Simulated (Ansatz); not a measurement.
`COc1ccccc1` and `C[O][Zr]([OH])([Cl])[c]1ccccc1` differ in one atom or group.

Ansatz, PBE0-D4/def2-TZVP geometries, multiplicity 1. Each molecule was computed in one conformer, which needn't be the lowest.

Elements past krypton have def2 core potentials.

```
                                          property  `COc1ccccc1`
           HOMO–LUMO gap (ωB97M-V/def2-TZVPP) / eV         10.30
                LUMO energy (PBE0/def2-TZVPP) / eV         -0.17
  size of the dipole moment (B3LYP/def2-TZVPP) / D          1.28
                 HOMO energy (PBE/def2-TZVPP) / eV         -5.37
               HOMO energy (B3LYP/def2-TZVPP) / eV         -6.20
size of the dipole moment (ωB97M-V/def2-TZVPP) / D          1.25
```

Give the same properties after the change, and the shifts. (Best estimate.)

Computed: 
```tsv
property	`C[O][Zr]([OH])([Cl])[c]1ccccc1`	shift
HOMO–LUMO gap (ωB97M-V/def2-TZVPP) / eV	9.85	-0.45
LUMO energy (PBE0/def2-TZVPP) / eV	-1.34	-1.17
size of the dipole moment (B3LYP/def2-TZVPP) / D	3.38	2.10
HOMO energy (PBE/def2-TZVPP) / eV	-6.09	-0.72
HOMO energy (B3LYP/def2-TZVPP) / eV	-6.97	-0.77
size of the dipole moment (ωB97M-V/def2-TZVPP) / D	3.40	2.15
```

With PBE0 the HOMO falls by 0.79 eV and the LUMO falls by 1.17 eV, so the gap narrows by about 0.38 eV. PBE moves the HOMO by -0.72 eV and ωB97M-V by -0.75 eV. Dipoles are sizes alone; their direction can turn.

B3LYP here is the variant with VWN-RPA as its local correlation; programs differ in this.
